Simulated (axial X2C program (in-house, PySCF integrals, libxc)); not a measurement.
## Ionising AsTe

Calculated with an in-house all-electron X2C program for linear molecules (integrals from PySCF), spin-free (one-electron X2C) or two-component (2c: spin–orbit coupling with atomic mean-field Coulomb and Gaunt terms, which also bring small scalar terms), in Dyall basis sets with cores contracted in-house; open shells are unrestricted.

Basis sets: As dyall-cv3z, Te dyall-cv3z.

```csv
Hamiltonian,level,AsTe state,Re (Å),ωe (cm⁻¹),De (eV)
spin-free,HF,"M_S = 1/2, Λ = 1",2.477,233.5,0.64
spin-free,PBE0,"M_S = 1/2, Λ = 1",2.336,334.1,2.86
```

Adiabatic ionisation energy (minimum to minimum, no zero-point term) and constants of AsTe⁺:

| Hamiltonian | level | AsTe⁺ state | IE (eV) | Re (Å) | ωe (cm⁻¹) | De (eV) | fragments |
| --- | --- | --- | --- | --- | --- | --- | --- |
| spin-free | HF | M_S = 0, Λ = 0 | 7.72 | 2.220 | 429.0 | 0.65 | Te+ + As |
| spin-free | PBE0 | M_S = 0, Λ = 0 | 7.55 | 2.255 | 388.3 | 4.04 | Te+ + As |

(1) Add the zero-point terms to the ionisation energy at PBE0, spin-free, and say whether the electron removed was bonding.

(2) Close the cycle De(AsTe⁺) + IE(AsTe) = De(AsTe) + IE(Te) to find the atomic ionisation energy at PBE0, spin-free.

Each entry is the lowest single determinant of a limited PBE0 search at one distance. De goes to single-determinant-based atoms at the same level (for ions the charge split of lowest energy) and is withheld (n/a) where an atom does not fit its ground term or J level. Main or longest-lived isotopes. One determinant is a doubtful description, or other states lie close, for AsTe; these need not be ground states, and all values refer to the states named. The functionals have no current term, which raises determinants with orbital currents.

## Answers

(1) IE0 = IE + (ωe⁺ − ωe)/2 = 7.55 + (0.003) = 7.55 eV. Re changes by -0.081 Å, so the bond shortens, as on loss of an antibonding or a polarising non-bonding electron.

(2) IE(Te) = 4.04 + 7.55 − 2.86 = 8.73 eV, for the determinants used.
